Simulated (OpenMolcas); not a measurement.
Ag4+ (d7) among equal point charges was computed by CASSCF with the d shell active (OpenMolcas, ANO-RCC-VDZP on the metal). Its lowest spin-free states, and all those of the highest spin:

```csv
2S+1,Degeneracy,E (cm-1)
4,1,0.0
4,2,828.5
4,1,3288
4,2,3933
4,1,7418
2,1,16158
2,1,18189
4,2,18233
2,1,18310
2,2,18690
2,1,19432
2,2,19663
4,1,21413
```

**Question.** Is the site octahedral, tetrahedral or cube-like, axial, or of lower symmetry?

**Answer.** The states with 2S+1 = 4 have orbital degeneracies 1, 2, 1, 2, 1, 2, 1. There are pairs but no triples, so the site is axial: not cubic, but with a proper or improper axis of order three or more. The run had Ag4+ among 6 point charges of -1.7 e arranged as a tetragonal octahedron (D4h), 2.08 Å from the ion, with the axial distance 2.267 Å.

Spin-orbit coupling mixes the spin-free states strongly: the lowest level takes only 52 % from its leading state, 4A2. Without dynamic correlation the repulsion within the d shell is too large (B by tens of per cent), so at a given field states of lower spin stand too high. Point charges give a weaker field than real ligands, and real ions of this kind are as a rule low spin; the high spin found here belongs to the model. Point charges carry no covalency, so the field is a model and not that of real ligands. No measured value stands beside these numbers.
